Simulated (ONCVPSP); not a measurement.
**Potentials for Mn compared**

Generated with ld1.x 7.5 (TM, RRKJ, ultrasoft, PAW), atompaw 4.2 or ONCVPSP 4.0.1. The cutoff is in Ry: for ld1.x and atompaw files where the sum of valence levels is converged to 10 mRy in a Bessel basis, for ONCV files where the hardest occupied wave has 1 mHa per electron of residual kinetic energy. The error is the largest all-electron minus pseudo excitation energy over each file’s own four to seven test configurations (ionisations up to +4, promotions, holes and added fractions of an electron), all of which were solved. The labels leave out finer settings (local radius, basis sizes, second energies), which also bear on the numbers. Spin-polarised tests are not counted. The rows are a selection from randomly drawn settings: files with unsolved tests, undetermined cutoffs or missed reference levels are left out.

| potential | cutoff (Ry) | largest error (meV) | bound ghosts |
| --- | --- | --- | --- |
| ONCV, PBE, scalar-relativistic, rc 1.40/1.05/1.60/1.25 (spdf), local smoothed, core correction yes, reference 3s2 3p6 3d5 4s1.5, qcut 11.4/14.4/9.3/7.7, projectors 2/3/2/1 | 104 | +1.9 | none |
| ONCV, PBEsol, scalar-relativistic, rc 2.55/2.50/1.90 (spd), local smoothed, core correction no, reference 3d6 4s1, qcut 3/2.6/8.4, projectors 1/2/3 | 59 | -206 | none |
| ONCV, PBE, scalar-relativistic, rc 1.25/1.35/1.90 (spd), local smoothed, core correction yes, reference 3s2 3p6 3d5.5 4s1.5, qcut 12.4/9.4/9.9, projectors 2/2/1 | 88 | -297 | none |
| ONCV, PBE, scalar-relativistic, rc 1.50/0.90/1.45 (spd), local smoothed, core correction yes, reference 3s2 3p6 3d5 4s2, qcut 8/10.8/10.9, projectors 2/2/2 | 89 | +211 | none |
| ONCV, PBEsol, scalar-relativistic, rc 1.15/1.40/1.55 (spd), local smoothed, core correction yes, reference 3s2 3p6 3d5 4s1.5 4p0.5, qcut 8.4/9.1/8.2, projectors 2/2/2 | 66 | -133 | none |
| ONCV, LDA (Perdew-Zunger), scalar-relativistic, rc 1.35/0.80/1.40 (spd), local smoothed, core correction yes, reference 3s2 3p6 3d5 4s1.75, qcut 9.8/9.7/12, projectors 2/2/2 | 104 | +1.0 | none |
| ONCV, PBE, scalar-relativistic, rc 1.70/1.15/1.10 (spd), local d, core correction no, reference 3s2 3p6 3d5 4s2, qcut 5.6/11.7/12.5, projectors 3/2/0 | 131 | -16 | none |
| ONCV, PBEsol, scalar-relativistic, rc 1.45/1.45/1.05 (spd), local smoothed, core correction yes, reference 3s2 3p6 3d5 4s2, qcut 7.9/10.4/12.5, projectors 2/1/2 | 145 | -159 | none |

Q: Fill in the row for Mn: ONCV, LDA (Perdew-Wang 92), scalar-relativistic, rc 1.10/1.25/1.50 (spd), local smoothed, core correction yes, reference 3s2 3p6 3d5 4s2, qcut 10.9/10.4/11.7, projectors 2/2/3.

A: cutoff 94 Ry, largest error +199 meV, bound ghosts: none.
